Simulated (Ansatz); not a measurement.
Born–Oppenheimer molecular dynamics of AlH5O2Si (9 atoms, charge 0, multiplicity 1). It starts from a relaxed structure.

Computed with RKS PBE/STO-3G in Ansatz 0.2.0.

```
ensemble        : NVT, Langevin thermostat
time step       : 0.5 fs
steps asked     : 300
set temperature : 700 K
friction        : 0.05 /fs
seed            : 28734
```

First frame:

```xyz
9
Properties=species:S:1:pos:R:3
Al 0.004 -0.235 0.044
H -0.430 0.090 1.449
O 1.610 0.099 -0.460
H 1.620 -0.219 -1.444
O -0.952 -0.927 -1.197
Si -2.566 -1.329 -0.799
H -2.656 -2.388 0.209
H -3.344 -0.191 -0.302
H -3.206 -1.813 -2.016
```

**Question.** How far do the bonds stretch over the last three quarters of this one trajectory? (Pairs bonded in most of those frames.)

**Answer.** 
```csv
bond,mean (Å),spread (Å),shortest,longest
Al1–H2,1.514,0.050,1.41,1.63
Al1–O3,1.727,0.043,1.64,1.80
Al1–O5,1.719,0.059,1.63,1.89
O3–H4,1.040,0.037,0.97,1.13
O5–Si6,1.722,0.042,1.64,1.79
Si6–H7,1.478,0.064,1.34,1.62
Si6–H8,1.474,0.035,1.40,1.54
Si6–H9,1.467,0.035,1.40,1.54
```

Mean temperature of the second half: 547 K. The mean temperature of the second half is 22 % below the set value. A run of 0.15 ps of so small a system gives no equilibrium averages. Limits of this set-up: minimal basis.

The run took 6.5 min on 1 thread of AMD EPYC 7R43 64-Core Processor (Zen 3) (shared host), peak memory 0.095 GiB.
